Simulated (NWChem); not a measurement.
The numbers come from NWChem runs, not from measurements. System: CuI, charge 0, spin multiplicity 1, at a geometry optimised with PBE/def2-SVP with def2 effective core potentials on I. The structure started from a generated list of species. Level: CCSD(T)/def2-TZVP with def2 effective core potentials on I, 13 core orbitals frozen.

Part of the output:

```
             Northwest Computational Chemistry Package (NWChem) 7.3.0
             --------------------------------------------------------

                                NWChem Input Module
                                -------------------

 Scaling coordinates for geometry "geometry" by  1.889725989
 (inverse scale =  0.529177249)

 Turning off AUTOSYM since
 SYMMETRY directive was detected!

                             Geometry "geometry" -> ""
                             -------------------------

 Output coordinates in angstroms (scale by  1.889725989 to convert to a.u.)

  No.       Tag          Charge          X              Y              Z
 ---- ---------------- ---------- -------------- -------------- --------------
    1 Cu                  29.0000     0.00000000     0.00000000    -1.53308000
    2 I                   53.0000     0.00000000     0.00000000     0.83885500

 Effective nuclear repulsion energy (a.u.)     342.9037607323

            Nuclear Dipole moment (a.u.)
            ----------------------------
        X                 Y               Z
 ---------------- ---------------- ----------------
     0.0000000000     0.0000000000    -0.0000094486

      Symmetry information
      --------------------

 Group name             C2v
 Group number             16
 Group order               4
 No. of unique centers     2

      Symmetry unique atoms

     1    2


 Summary of "ao basis" -> "" (spherical)
 ------------------------------------------------------------------------------
       Tag                 Description            Shells   Functions and Types
 ---------------- ------------------------------  ------  ---------------------
 *                         def2-tzvp                  on all atoms

 Summary of "ao basis" -> "ao basis" (spherical)
 ------------------------------------------------------------------------------
       Tag                 Description            Shells   Functions and Types
 ---------------- ------------------------------  ------  ---------------------
 Cu                        def2-tzvp                15       45   6s4p4d1f
 I                         def2-tzvp                16       50   6s5p3d2f

                                 NWChem SCF Module
                                 -----------------

  ao basis        = "ao basis"
  functions       =    95
  atoms           =     2
  closed shells   =    27
  open shells     =     0
  charge          =   0.00
  wavefunction    = RHF
  use symmetry    = T
  symmetry adapt  = T

 Summary of "ao basis" -> "ao basis" (spherical)
 ------------------------------------------------------------------------------
       Tag                 Description            Shells   Functions and Types
 ---------------- ------------------------------  ------  ---------------------
 Cu                        def2-tzvp                15       45   6s4p4d1f
 I                         def2-tzvp                16       50   6s5p3d2f

      Symmetry analysis of basis
      --------------------------

        a1         41
        a2         10
        b1         22
        b2         22

 Forming initial guess at       0.2s

      Superposition of Atomic Density Guess
      -------------------------------------

 Sum of atomic energies:       -1986.07978659

      Non-variational initial energy
      ------------------------------

 Total energy =   -1935.399910
 1-e energy   =   -3123.648056
 2-e energy   =    1026.501089
 HOMO         =      -0.359611
 LUMO         =      -0.147472

      Symmetry analysis of molecular orbitals - initial
      -------------------------------------------------

 !! scf_movecs_sym_adapt:   64 vectors were symmetry contaminated

  Symmetry fudging

 !! scf_movecs_sym_adapt:   56 vectors were symmetry contaminated

  Numbering of irreducible representations:

     1 a1          2 a2          3 b1          4 b2

  Orbital symmetries:

     1 a1          2 a1          3 a1          4 b1          5 b2
     6 a1          7 a1          8 b2          9 b1         10 a1
    11 a1         12 b1         13 b2         14 a1         15 b1
    16 b2         17 a1         18 a2         19 a1         20 a1
    21 b2         22 b1         23 a2         24 a1         25 a1
[...]
  ----- ------------  ---------------      ----- ------------  ---------------
     6      1.146446  1 Cu s                 51     -0.590379  2 I  s
    66      0.282670  2 I  pz                36      0.183271  1 Cu d  0
    63      0.170885  2 I  pz

 Vector   29  Occ=0.000000D+00  E= 1.725202D-01  Symmetry=b1
              MO Center=  4.4D-16,  1.0D-26, -2.0D+00, r^2= 4.3D+00
   Bfn.  Coefficient  Atom+Function         Bfn.  Coefficient  Atom+Function
  ----- ------------  ---------------      ----- ------------  ---------------
    37      0.763385  1 Cu d  1              64      0.635365  2 I  px
    16      0.617208  1 Cu px                61     -0.360663  2 I  px
    80      0.291952  2 I  d  1

 Vector   30  Occ=0.000000D+00  E= 1.725202D-01  Symmetry=b2
              MO Center=  3.0D-26, -1.8D-14, -2.0D+00, r^2= 4.3D+00
   Bfn.  Coefficient  Atom+Function         Bfn.  Coefficient  Atom+Function
  ----- ------------  ---------------      ----- ------------  ---------------
    35      0.763385  1 Cu d -1              65     -0.635365  2 I  py
    17     -0.617208  1 Cu py                62      0.360663  2 I  py
    78      0.291952  2 I  d -1

 center of mass
 --------------
 x =   0.00000000 y =   0.00000000 z =   0.09929555

 moments of inertia (a.u.)
 ------------------
         845.195694123950           0.000000000000           0.000000000000
           0.000000000000         845.195694123950           0.000000000000
           0.000000000000           0.000000000000           0.000000000000

  Mulliken analysis of the total density
  --------------------------------------

    Atom       Charge   Shell Charges
 -----------   ------   -------------------------------------------------------
    1 Cu  29    28.47   2.00  2.00  1.19  0.80  0.31  0.02  5.99  4.77  1.24  0.17  5.54  3.26  1.15  0.03  0.00
    2 I   25    25.53   0.18 -0.76  1.58  1.01  1.05  0.89 -0.49  6.45  1.35  2.87  1.38  9.22  0.76  0.03  0.00  0.00

       Multipole analysis of the density wrt the origin
       ------------------------------------------------

     L   x y z        total         open         nuclear
     -   - - -        -----         ----         -------
     0   0 0 0     -0.000000      0.000000     54.000000

     1   1 0 0     -0.000000      0.000000      0.000000
     1   0 1 0     -0.000000      0.000000      0.000000
     1   0 0 1     -2.508225      0.000000    -44.385780

     2   2 0 0    -30.127253      0.000000      0.000000
     2   1 1 0     -0.000000      0.000000      0.000000
     2   1 0 1     -0.000000      0.000000      0.000000
     2   0 2 0    -30.127253      0.000000      0.000000
     2   0 1 1     -0.000000      0.000000      0.000000
     2   0 0 2    -21.883638      0.000000    306.224611

                   NWChem Extensible Many-Electron Theory Module
                   ---------------------------------------------


            General Information
            -------------------
      Number of processors :     1
         Wavefunction type : Restricted Hartree-Fock
          No. of electrons :    54
           Alpha electrons :    27
            Beta electrons :    27
           No. of orbitals :   190
            Alpha orbitals :    95
             Beta orbitals :    95
        Alpha frozen cores :    13
         Beta frozen cores :    13
     Alpha frozen virtuals :     0
      Beta frozen virtuals :     0
         Spin multiplicity : singlet
    Number of AO functions :    95
       Number of AO shells :    31
        Use of symmetry is : on
      Symmetry adaption is : on
         Schwarz screening : 0.10D-09

          Correlation Information
          -----------------------
          Calculation type : Coupled-cluster singles & doubles w/ perturbation
   Perturbative correction : (T)
            Max iterations :      100
        Residual threshold : 0.10D-05
     T(0) DIIS level shift : 0.00D+00
     L(0) DIIS level shift : 0.00D+00
     T(1) DIIS level shift : 0.00D+00
     L(1) DIIS level shift : 0.00D+00
     T(R) DIIS level shift : 0.00D+00
     T(I) DIIS level shift : 0.00D+00
   CC-T/L Amplitude update :  5-th order DIIS
                I/O scheme : Global Array Library
        L-threshold :  0.10D-05
        EOM-threshold :  0.10D-05
 no EOMCCSD initial starts read in
 TCE RESTART OPTIONS
 SLICE:      F
 D4D5:       F
 quantumc:   F
 qrotation:  F
 pwtce:      F
 qducc:      F
 nacto:                         0
 nrotv:                         0
 nrot:                          0

            Memory Information
            ------------------
          Available GA space size is     249027775 doubles
          Available MA space size is     104834140 doubles

 Maximum block size supplied by input
 Maximum block size        24 doubles

 tile_dim =     16

 -------------------------------------------------

 Global array virtual files algorithm will be used

 Parallel file system coherency ......... OK

 4-electron integrals stored in orbital form

 v2    file size   =          2389136
 4-index algorithm nr.  13 is used
 imaxsize =       30
 imaxsize ichop =        0


CCSD iterations
 ---------------------------------------------------------
 Iter          Residuum       Correlation     Cpu    Wall
 ---------------------------------------------------------
    1   0.3462543668964  -0.9077617476094     1.0     1.0
    2   0.0880275967105  -0.7985279650601     1.0     1.0
    3   0.0422189672263  -0.8331129322915     1.0     1.0
    4   0.0282229596955  -0.8217358344549     1.0     1.0
    5   0.0198577818411  -0.8286901184763     1.0     1.0
    6   0.0037067439920  -0.8263819855879     1.0     1.0
    7   0.0031653424274  -0.8262801246572     1.0     1.0
    8   0.0020969353649  -0.8263883331055     1.0     1.0
    9   0.0020444176016  -0.8263596961416     1.0     1.0
   10   0.0013783482256  -0.8264519139475     1.0     1.0
   11   0.0004167182425  -0.8266115764815     1.0     1.0
   12   0.0002795889282  -0.8265321439437     1.0     1.0
   13   0.0001575780989  -0.8265401943590     1.0     1.0
   14   0.0001475231326  -0.8265282577254     1.0     1.0
   15   0.0000867841268  -0.8265327114367     1.0     1.0
   16   0.0000508050852  -0.8265305661098     1.0     1.0
   17   0.0000475139042  -0.8265282932506     1.0     1.0
   18   0.0000291099931  -0.8265301560294     1.0     1.0
   19   0.0000308691704  -0.8265296359033     1.0     1.0
   20   0.0000190506435  -0.8265309864643     1.0     1.0
   21   0.0000058083989  -0.8265331897144     1.0     1.0
   22   0.0000040364730  -0.8265320189999     1.0     1.0
   23   0.0000022373308  -0.8265322497971     1.0     1.0
   24   0.0000021546601  -0.8265320168294     1.0     1.0
   25   0.0000012801111  -0.8265321312401     1.0     1.0
   26   0.0000007649563  -0.8265321028769     1.0     1.0
 -----------------------------------------------------------------
 Iterations converged
 CCSD correlation energy / hartree =        -0.826532102876916
 CCSD total energy / hartree       =     -1936.481897245735126

 Singles contributions

 Doubles contributions
 CCSD(T)
 Using plain CCSD(T) code
             total no. of tasks          925
 total no. of tasks / no. procs          925
                         wl_min         4096           4.0
                         wl_max       774144           9.6
        thresh for no. of tasks          925

 CCSD[T]  correction energy / hartree =        -0.026912933573092
 CCSD[T] correlation energy / hartree =        -0.853445036450008
 CCSD[T] total energy / hartree       =     -1936.508810179308284
 CCSD(T)  correction energy / hartree =        -0.022185463390741
 CCSD(T) correlation energy / hartree =        -0.848717566267658
 CCSD(T) total energy / hartree       =     -1936.504082709125896

 Task  times  cpu:       77.9s     wall:       77.9s

 Total times  cpu:       77.9s     wall:       77.9s
```

**Question.** Write an NWChem input that would produce this output.

**Answer.** One answer among several that fit: 
```
start mol
memory heap 100 mb stack 700 mb global 1900 mb
geometry units angstroms nocenter noautoz
  Cu     0.000000     0.000000    -1.533080
  I      0.000000     0.000000     0.838855
  symmetry group C2v
end
basis spherical
  * library def2-tzvp
end
ecp
  I library def2-ecp
end
scf
  rhf
  nopen 0
  maxiter 100
  thresh 1e-7
  semidirect memsize 60000000 filesize 0
end
tce
  freeze core 13
  ccsd(t)
  2eorb
  2emet 13
  thresh 1e-6
  maxiter 100
  tilesize 24
end
task tce energy
```
